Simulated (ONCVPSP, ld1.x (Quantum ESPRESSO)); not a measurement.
# Potentials for fluorine compared

Generated with ld1.x 7.5 (TM, RRKJ, ultrasoft, PAW), atompaw 4.2 or ONCVPSP 4.0.1. The cutoff is in Ry: for ld1.x and atompaw files where the sum of valence levels is converged to 10 mRy in a Bessel basis, for ONCV files where the hardest occupied wave has 1 mHa per electron of residual kinetic energy. The error is the largest all-electron minus pseudo excitation energy over each file’s own four to seven test configurations (ionisations up to +4, promotions, holes and added fractions of an electron), all of which were solved. The labels leave out finer settings (local radius, basis sizes, second energies), which also bear on the numbers. Spin-polarised tests are not counted. The rows are a selection from randomly drawn settings: files with unsolved tests, undetermined cutoffs or missed reference levels are left out.

```csv
potential,cutoff (Ry),largest error (meV),bound ghosts
"ONCV, PBE, fully relativistic, rc 0.75/1.40 (sp), local smoothed, core correction yes, reference 2s2 2p5, qcut 9.1/9.9, projectors 2/2",153,+1034,none
"RRKJ, PBE, scalar-relativistic, rc 0.66/1.35 (sp), local s, core correction no, reference 2s2 2p5",110,+844,none
"ONCV, PBEsol, scalar-relativistic, rc 0.80/1.00 (sp), local smoothed, core correction yes, reference 2s2 2p5, qcut 8.2/13.2, projectors 2/1",136,+533,none
"TM, PBE, scalar-relativistic, rc 0.70/1.45/1.55 (spd), local smoothed, core correction no, reference 2s2 2p5",120,+2844,none
"ONCV, PBEsol, scalar-relativistic, rc 0.75/1.85 (sp), local smoothed, core correction no, reference 2s1.5 2p5.5, qcut 9.3/6.8, projectors 2/1",133,+7456,none
```

(1) Fill in the row for F: ONCV, PBE, scalar-relativistic, rc 0.75/1.90 (sp), local smoothed, core correction yes, reference 2s2 2p5, qcut 8.4/5.8, projectors 2/1.

(2) Fill in the row for F: ONCV, BLYP, scalar-relativistic, rc 0.85/1.30 (sp), local smoothed, core correction yes, reference 2s2 2p4, qcut 8.4/13.3, projectors 2/1.

Answers

(1) cutoff 195 Ry, largest error +5197 meV, bound ghosts: none.

(2) cutoff 288 Ry, largest error +1012 meV, bound ghosts: none.
